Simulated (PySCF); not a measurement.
Hf: electron affinity

Hf- [Xe] 4f14 5d3 6s2 (4F) → Hf [Xe] 4f14 5d2 6s2 (3F), as a difference of total energies. All numbers are calculated (PySCF 2.14, a scalar-relativistic core potential, in aug-cc-pwCVTZ-PP with ECP60MDF (8s8p7d4f3g, 122 functions)). Correlated levels: valence: 5s2 5p6 frozen. The calculations carry no spin-orbit coupling.

```csv
method,electron affinity (eV)
UHF,-1.056
MP2 (valence),-0.813
SCS-MP2 (valence),-1.175
CCSD (valence),-0.415
CCSD(T) (valence),-0.275
```

The configuration of this anion was assumed by filling the next shell in order. It is not the known or likely ground configuration (Ca⁻, Sr⁻ and Ba⁻, for instance, bind a p electron), so these values are not the electron affinity of the element.

A negative affinity means that the anion lies above the atom at that level of theory.

The coupled-cluster amplitudes are large for Hf- (T1 above 0.03 or a double amplitude above 0.15), so a single reference is strained.
